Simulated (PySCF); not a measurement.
# Correlation energy of O⁺ (oxygen, charge +1)

[He] 2s2 2p3, high-spin 4S determinant. Computed with PySCF 2.14 in 6-31G* (3s2p1d, 14 functions), with the non-relativistic Hamiltonian (point nucleus). Frozen: 1s2; 5 electrons correlated.

MP2 pair energies summed by pair of shells (mhartree):

```csv
pair,energy,share (%)
2s-2p,-40.63,67.0
2p-2p,-13.81,22.8
2s-2s,-6.20,10.2
```

Total MP2 correlation energy: -60.64 mhartree.

Same-spin part -16.54 and opposite-spin part -44.10 mhartree; SCS-MP2 scales them by 1/3 and 6/5 to -58.44 mhartree.

```
  level  correlation energy (mhartree)
   CCSD                         -76.07
    (T)                          -0.54
CCSD(T)                         -76.61
```

Diagnostics: T1 = 0.0048, D1 = 0.0077, largest double amplitude 0.038.

Cost of the coupled-cluster step: 0.08 s of wall time on 1 thread of Neoverse-V1 (shared host), for 5 correlated electrons.
